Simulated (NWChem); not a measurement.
All runs are NWChem calculations. System: CH$_{2}$F (+1), charge 1, spin multiplicity 1, at a geometry optimised with PBE0/def2-SVP. The structure started from a generated list of species. Level: TD-B3LYP/def2-SVPD, VWN1-RPA local correlation.

Input file:

```
start mol
memory heap 200 mb stack 900 mb global 1100 mb
charge 1
geometry units angstroms nocenter noautoz
  C      0.000000     0.000000    -0.587899
  F      0.000000     0.000000     0.635519
  H     -0.984522     0.000000    -1.096138
  H      0.984522     0.000000    -1.096138
  symmetry group C2v
end
basis spherical
  * library def2-svpd
end
dft
  xc b3lyp
  semidirect memsize 60000000 filesize 0
  iterations 100
end
tddft
  rpa
  nroots 5
  notriplet
  thresh 1e-4
end
task tddft energy
```

Output (cleaned and shortened):

```
             Northwest Computational Chemistry Package (NWChem) 7.3.0
             --------------------------------------------------------

                                NWChem Input Module
                                -------------------

 Scaling coordinates for geometry "geometry" by  1.889725989
 (inverse scale =  0.529177249)

 Turning off AUTOSYM since
 SYMMETRY directive was detected!

                             Geometry "geometry" -> ""
                             -------------------------

 Output coordinates in angstroms (scale by  1.889725989 to convert to a.u.)

  No.       Tag          Charge          X              Y              Z
 ---- ---------------- ---------- -------------- -------------- --------------
    1 C                    6.0000     0.00000000     0.00000000    -0.58789900
    2 F                    9.0000     0.00000000     0.00000000     0.63551900
    3 H                    1.0000    -0.98452200     0.00000000    -1.09613800
    4 H                    1.0000     0.98452200     0.00000000    -1.09613800

 Effective nuclear repulsion energy (a.u.)      34.1390519199

            Nuclear Dipole moment (a.u.)
            ----------------------------
        X                 Y               Z
 ---------------- ---------------- ----------------
     0.0000000000     0.0000000000     0.0000018897

      Symmetry information
      --------------------

 Group name             C2v
 Group number             16
 Group order               4
 No. of unique centers     3

      Symmetry unique atoms

     1    2    3


 Summary of "ao basis" -> "" (spherical)
 ------------------------------------------------------------------------------
       Tag                 Description            Shells   Functions and Types
 ---------------- ------------------------------  ------  ---------------------
 *                         def2-svpd                  on all atoms

                                 NWChem DFT Module
                                 -----------------

 Summary of "ao basis" -> "ao basis" (spherical)
 ------------------------------------------------------------------------------
       Tag                 Description            Shells   Functions and Types
 ---------------- ------------------------------  ------  ---------------------
 C                         def2-svpd                 8       20   4s2p2d
 F                         def2-svpd                 9       23   4s3p2d
 H                         def2-svpd                 4        8   2s2p

 Summary of "ao basis" -> "ao basis" (spherical)
 ------------------------------------------------------------------------------
       Tag                 Description            Shells   Functions and Types
 ---------------- ------------------------------  ------  ---------------------
 C                         def2-svpd                 8       20   4s2p2d
 F                         def2-svpd                 9       23   4s3p2d
 H                         def2-svpd                 4        8   2s2p

      Symmetry analysis of basis
      --------------------------

        a1         27
        a2          6
        b1         15
        b2         11

            General Information
            -------------------
          SCF calculation type: DFT
          Wavefunction type:  closed shell.
          No. of atoms     :     4
          No. of electrons :    16
           Alpha electrons :     8
            Beta electrons :     8
          Charge           :     1
          Spin multiplicity:     1
          Use of symmetry is: off; symmetry adaption is: on
          Maximum number of iterations: 100
          AO basis - number of functions:    59
                     number of shells:    25
          Convergence on energy requested:  1.00D-06
          Convergence on density requested:  1.00D-05
          Convergence on gradient requested:  5.00D-04

              XC Information
              --------------
                         B3LYP Method XC Potential
                     Hartree-Fock (Exact) Exchange  0.200
                        Slater Exchange Functional  0.800 local
                    Becke 1988 Exchange Functional  0.720 non-local
              Lee-Yang-Parr Correlation Functional  0.810
                  VWN I RPA Correlation Functional  0.190 local

             Grid Information
             ----------------
          Grid used for XC integration:  medium
          Radial quadrature: Mura-Knowles
          Angular quadrature: Lebedev.
          Tag              B.-S. Rad. Rad. Pts. Rad. Cut. Ang. Pts.
          ---              ---------- --------- --------- ---------
          C                   0.70       49           8.0       434
          F                   0.50       49           8.0       434
          H                   0.35       45           8.0       434
          Grid pruning is: on
          Number of quadrature shells:   188
          Spatial weights used:  Erf1

          Convergence Information
          -----------------------
          Convergence aids based upon iterative change in
          total energy or number of iterations.
          Levelshifting, if invoked, occurs when the
          HOMO/LUMO gap drops below (HL_TOL):  1.00D-02
          DIIS, if invoked, will attempt to extrapolate
          using up to (NFOCK): 10 stored Fock matrices.

                    Damping( 0%)  Levelshifting(0.5)       DIIS
                  --------------- ------------------- ---------------
          dE  on:    start            ASAP                start
          dE off:    2 iters        100 iters           100 iters
[...]
          50.007009056698           0.000000000000           0.000000000000
           0.000000000000          56.983927478241           0.000000000000
           0.000000000000           0.000000000000           6.976918421544

     Multipole analysis of the density
     ---------------------------------

     L   x y z        total         alpha         beta         nuclear
     -   - - -        -----         -----         ----         -------
     0   0 0 0      1.000000     -8.000000     -8.000000     17.000000

     1   1 0 0     -0.000000     -0.000000     -0.000000      0.000000
     1   0 1 0      0.000000      0.000000      0.000000      0.000000
     1   0 0 1     -1.234591     -0.617297     -0.617297      0.000002

     2   2 0 0     -5.534408     -6.228578     -6.228578      6.922748
     2   1 1 0      0.000000      0.000000      0.000000      0.000000
     2   1 0 1     -0.000000     -0.000000     -0.000000      0.000000
     2   0 2 0     -6.679531     -3.339765     -3.339765      0.000000
     2   0 1 1     -0.000000     -0.000000     -0.000000      0.000000
     2   0 0 2     -4.672872    -16.820223    -16.820223     28.967574

                                NWChem TDDFT Module
                                -------------------

            General Information
            -------------------
           No. of orbitals :     118
            Alpha orbitals :      59
             Beta orbitals :      59
        Alpha frozen cores :       0
         Beta frozen cores :       0
     Alpha frozen virtuals :       0
      Beta frozen virtuals :       0
         Spin multiplicity :       1
    Number of AO functions :      59
        Use of symmetry is : off
      Symmetry adaption is : on
         Schwarz screening :  0.10D-07

              XC Information
              --------------
                  B3LYP Method XC Potential
              Hartree-Fock (Exact) Exchange   0.20
                 Slater Exchange Functional   0.80 local
             Becke 1988 Exchange Functional   0.72 non-local
       Lee-Yang-Parr Correlation Functional   0.81
           VWN I RPA Correlation Functional   0.19 local

             TDDFT Information
             -----------------
          Calculation type : TDDFT
         Wavefunction type : Restricted singlets
          No. of electrons :      16
           Alpha electrons :       8
            Beta electrons :       8
              No. of roots :       5
          Max subspacesize :    5000
            Max iterations :     100
               Target root :       1
           Target symmetry : none
      Symmetry restriction : off
                 Algorithm : Optimal
        Davidson threshold :  0.10D-03

            Memory Information
            ------------------
          Available GA space size is         144175719 doubles
          Available MA space size is          50656828 doubles
          Length of a trial vector is          408
          Algorithm : Incore multiple tensor contraction
          Estimated peak GA usage is           8317244 doubles
          Estimated peak MA usage is             18000 doubles

    5 smallest eigenvalue differences (eV)
--------------------------------------------------------
  No. Spin  Occ  Vir  Irrep   E(Occ)    E(Vir)   E(Diff)
--------------------------------------------------------
    1    1    8    9 a2       -0.722    -0.450     7.394
    2    1    7    9 a1       -0.869    -0.450    11.399
    3    1    6    9 b2       -0.901    -0.450    12.254
    4    1    5    9 a2       -0.909    -0.450    12.493
    5    1    8   10 b1       -0.722    -0.203    14.117
--------------------------------------------------------

  Entering Davidson iterations
  Restricted singlet excited states

  Iter   NTrls   NConv    DeltaV     DeltaE      Time
  ----  ------  ------  ---------  ---------  ---------
    1      5       0     0.61E+00   0.10+100        2.8
    2     15       0     0.68E-01   0.63E-01        4.6
    3     25       0     0.28E-01   0.17E-02        3.7
    4     35       1     0.84E-02   0.23E-03        3.2
    5     43       2     0.32E-02   0.20E-04        4.2
    6     49       2     0.11E-02   0.30E-05        4.3
    7     55       3     0.54E-03   0.28E-06        4.3
    8     59       4     0.24E-03   0.40E-07        2.8
    9     61       5     0.94E-04   0.55E-08        2.1
  ----  ------  ------  ---------  ---------  ---------
  Convergence criterion met

  Ground state a1       -138.639259928299 a.u.

  ----------------------------------------------------------------------------
  Root   1 singlet a2             0.194756095 a.u.                5.2996 eV
  ----------------------------------------------------------------------------
     Transition Moments    X  0.00000   Y  0.00000   Z -0.00000
     Transition Moments   XX  0.00000  XY  0.58106  XZ -0.00000
     Transition Moments   YY  0.00000  YZ -0.00000  ZZ  0.00000
     Dipole Oscillator Strength                    0.0000000000
     Electric Quadrupole                           0.0000000133
     Magnetic Dipole                               0.0000029837
     Total Oscillator Strength                     0.0000029970

          sigma_e =   1.0578 Angstrom
          sigma_h =   1.1960 Angstrom
         |d_h->e| =   0.2237 Angstrom
            d_exc =   1.6107 Angstrom
            d_CD1 =   0.3619 Angstrom
            d_CD2 =  -0.9031 Angstrom
            d_CD3 =   1.8344 Angstrom
     Pearson C.C. =   0.0019

     Occ.    8  b1  ---  Virt.    9  b2  -0.99980 X
  ----------------------------------------------------------------------------
  Root   2 singlet a2             0.377658717 a.u.               10.2766 eV
  ----------------------------------------------------------------------------
     Transition Moments    X  0.00000   Y -0.00000   Z -0.00000
     Transition Moments   XX  0.00000  XY  0.39231  XZ -0.00000
     Transition Moments   YY  0.00000  YZ  0.00000  ZZ -0.00000
     Dipole Oscillator Strength                    0.0000000000
     Electric Quadrupole                           0.0000000441
     Magnetic Dipole                               0.0000008382
     Total Oscillator Strength                     0.0000008823

          sigma_e =   1.0554 Angstrom
          sigma_h =   1.0313 Angstrom
         |d_h->e| =   0.4650 Angstrom
            d_exc =   1.5478 Angstrom
            d_CD1 =   0.4892 Angstrom
            d_CD2 =  -0.5783 Angstrom
            d_CD3 =   2.0128 Angstrom
     Pearson C.C. =  -0.0009

     Occ.    5  b1  ---  Virt.    9  b2   0.99921 X
  ----------------------------------------------------------------------------
  Root   3 singlet b2             0.382136024 a.u.               10.3985 eV
  ----------------------------------------------------------------------------
     Transition Moments    X -0.00000   Y  0.25183   Z -0.00000
     Transition Moments   XX  0.00000  XY  0.00000  XZ  0.00000
     Transition Moments   YY -0.00000  YZ -0.97759  ZZ  0.00000
     Dipole Oscillator Strength                    0.0161561158
     Electric Quadrupole                           0.0000002840
     Magnetic Dipole                               0.0000076882
     Total Oscillator Strength                     0.0161640880

          sigma_e =   1.0533 Angstrom
          sigma_h =   1.1455 Angstrom
         |d_h->e| =   0.3571 Angstrom
            d_exc =   1.6103 Angstrom
            d_CD1 =   0.4493 Angstrom
            d_CD2 =  -0.7422 Angstrom
            d_CD3 =   1.9674 Angstrom
     Pearson C.C. =  -0.0182

     Occ.    4  a1  ---  Virt.    9  b2   0.12349 X
     Occ.    6  a1  ---  Virt.    9  b2   0.99062 X
  ----------------------------------------------------------------------------
  Root   4 singlet a1             0.411609415 a.u.               11.2005 eV
  ----------------------------------------------------------------------------
     Transition Moments    X  0.00000   Y -0.00000   Z  0.64081
     Transition Moments   XX -0.20738  XY  0.00000  XZ -0.00000
     Transition Moments   YY -0.41876  YZ  0.00000  ZZ  0.33440
     Dipole Oscillator Strength                    0.1126826295
     Electric Quadrupole                           0.0000000560
     Magnetic Dipole                               0.0000000000
     Total Oscillator Strength                     0.1126826855

          sigma_e =   1.1332 Angstrom
          sigma_h =   0.8135 Angstrom
         |d_h->e| =   0.8898 Angstrom
            d_exc =   1.6491 Angstrom
            d_CD1 =   1.2095 Angstrom
            d_CD2 =  -0.0836 Angstrom
            d_CD3 =   2.5389 Angstrom
     Pearson C.C. =   0.0100

     Occ.    5  b1  ---  Virt.   12  b1   0.06057 X
     Occ.    6  a1  ---  Virt.   10  a1  -0.06023 X
     Occ.    6  a1  ---  Virt.   11  a1  -0.09733 X
     Occ.    6  a1  ---  Virt.   19  a1  -0.08955 X
     Occ.    7  b2  ---  Virt.    9  b2  -0.97715 X
     Occ.    7  b2  ---  Virt.    9  b2   0.08290 Y
     Occ.    8  b1  ---  Virt.   15  b1   0.10330 X
  ----------------------------------------------------------------------------
  Root   5 singlet b1             0.470071499 a.u.               12.7913 eV
  ----------------------------------------------------------------------------
     Transition Moments    X -0.44544   Y -0.00000   Z -0.00000
     Transition Moments   XX  0.00000  XY -0.00000  XZ  1.19780
     Transition Moments   YY -0.00000  YZ -0.00000  ZZ  0.00000
     Dipole Oscillator Strength                    0.0621789374
     Electric Quadrupole                           0.0000007936
     Magnetic Dipole                               0.0000082606
     Total Oscillator Strength                     0.0621879916

          sigma_e =   2.0232 Angstrom
          sigma_h =   1.1938 Angstrom
         |d_h->e| =   0.0444 Angstrom
            d_exc =   2.3383 Angstrom
            d_CD1 =   0.8738 Angstrom
            d_CD2 =  -1.5641 Angstrom
            d_CD3 =   2.3827 Angstrom
     Pearson C.C. =   0.0109

     Occ.    8  b1  ---  Virt.   10  a1   0.90706 X
     Occ.    8  b1  ---  Virt.   11  a1   0.41578 X

              Target root =      1
          Target symmetry = none
      Ground state energy =   -138.639259928299
        Excitation energy =      0.194756095389
     Excited state energy =   -138.444503832909

  stored tddft:energy   -138.44450383290919

 Task  times  cpu:       34.1s     wall:       34.1s

 Total times  cpu:       34.1s     wall:       34.1s
```
